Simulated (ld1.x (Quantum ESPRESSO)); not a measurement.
platinum (Pt), TM: configuration errors across variants

ld1.x (Quantum ESPRESSO) 7.5 input, shortened:

```
&input
   title='Pt', zed=78., rel=2, dft='PBE', iswitch=3,
   config='[Xe] 4f14 5d9.5 6s0.5 6p0', rel_dist='average'
 /
 &inputp
   pseudotype=2, tm=.true., lloc=1,
   nlcc=.false.
 /
3
5S  1  0   2.00   0.00  1.50  1.50  0.0
5D  3  2   9.50   0.00  1.60  1.60  0.0
5P  2  1   6.00   0.00  1.05  1.05  0.0
 &test
   configts(1)='5s2 5p6 5d9.5 6s0.5 6p0'
 /
```

Open shells are filled in proportion to 2j + 1 (rel_dist='average').

Occupied shells without a wave of their own: 6s. They enter only through the test configuration that unscreens the potential.

All-electron excitation energies from the reference (eV): (1) 5s2 5p6 5d9 6s1 6p0 0.132; (2) 5s2 5p6 5d9 6s0 6p0 9.343; (3) 5s2 5p6 5d8 6s0 6p0 29.324; (4) 5s1 5p6 5d9 6s1 6p0 108.452; (5) 5s2 5p6 5d10 6s0 6p0 0.093; (6) 5s2 5p6 5d7 6s0 6p0 61.538; (7) 5s2 5p6 5d8 6s1 6p1 6.656.

For the base: The 6s level has no wave, so the channel is fitted at the deeper level alone: the likely source of the large errors.

Tests that are not counted but printed errors over 1 eV. “wave 5p (bound): rc 1.05 bohr becomes 5p (bound): rc 1.40 bohr”: 5s2 5p6 5d8 6s1 6p1 (solver errors, printed error +7.2 eV).

1 further variants failed, have other tests or too few solved ones, and are left out.

The file “base” misses its own reference levels by 10.4 eV. The file “wave 5p (bound): rc 1.05 bohr becomes 5p (bound): rc 0.68 bohr” misses its own reference levels by 12.6 eV. The file “wave 5p (bound): rc 1.05 bohr becomes 5p (bound): rc 0.76 bohr” misses its own reference levels by 12.3 eV. The file “wave 5p (bound): rc 1.05 bohr becomes 5p (bound): rc 0.88 bohr” misses its own reference levels by 11.0 eV. The file “wave 5p (bound): rc 1.05 bohr becomes 5p (bound): rc 0.96 bohr” misses its own reference levels by 10.5 eV. The file “wave 5p (bound): rc 1.05 bohr becomes 5p (bound): rc 1.06 bohr” misses its own reference levels by 10.4 eV. The file “wave 5p (bound): rc 1.05 bohr becomes 5p (bound): rc 1.16 bohr” misses its own reference levels by 10.4 eV. The file “wave 5p (bound): rc 1.05 bohr becomes 5p (bound): rc 1.28 bohr” misses its own reference levels by 10.4 eV. The file “wave 5p (bound): rc 1.05 bohr becomes 5p (bound): rc 1.40 bohr” misses its own reference levels by 15.0 eV.

Errors AE − PS in meV (a dash: test not solved or not reliable):

| change | (1) | (2) | (3) | (4) | (5) | (6) | (7) | bound ghosts |
| --- | --- | --- | --- | --- | --- | --- | --- | --- |
| base | +323 | -401 | -550 | +352 | -285 | -727 | +392 | not determined |
| wave 5p (bound): rc 1.05 bohr becomes 5p (bound): rc 0.68 bohr | +677 | -836 | -1158 | +980 | -591 | -1541 | +578 | not determined |
| wave 5p (bound): rc 1.05 bohr becomes 5p (bound): rc 0.76 bohr | +381 | -474 | -655 | +502 | -334 | -868 | +378 | not determined |
| wave 5p (bound): rc 1.05 bohr becomes 5p (bound): rc 0.88 bohr | +63 | -79 | -112 | -71 | -55 | -152 | +51 | not determined |
| wave 5p (bound): rc 1.05 bohr becomes 5p (bound): rc 0.96 bohr | +475 | -588 | -803 | +577 | -422 | -1059 | +582 | not determined |
| wave 5p (bound): rc 1.05 bohr becomes 5p (bound): rc 1.06 bohr | +316 | -392 | -539 | +342 | -279 | -713 | +383 | not determined |
| wave 5p (bound): rc 1.05 bohr becomes 5p (bound): rc 1.16 bohr | +343 | -425 | -583 | +380 | -303 | -771 | +417 | not determined |
| wave 5p (bound): rc 1.05 bohr becomes 5p (bound): rc 1.28 bohr | +538 | -665 | -905 | +670 | -479 | -1191 | +672 | not determined |
| wave 5p (bound): rc 1.05 bohr becomes 5p (bound): rc 1.40 bohr | +3823 | +159 | +4435 | +10569 | -3665 | +8967 | – | not determined |

(1) Give the same row for: wave 5p (bound): rc 1.05 bohr becomes 5p (bound): rc 1.58 bohr.

## Answers

(1) -251, +316, +439, -556, +218, +578, -190; bound ghosts: not determined.
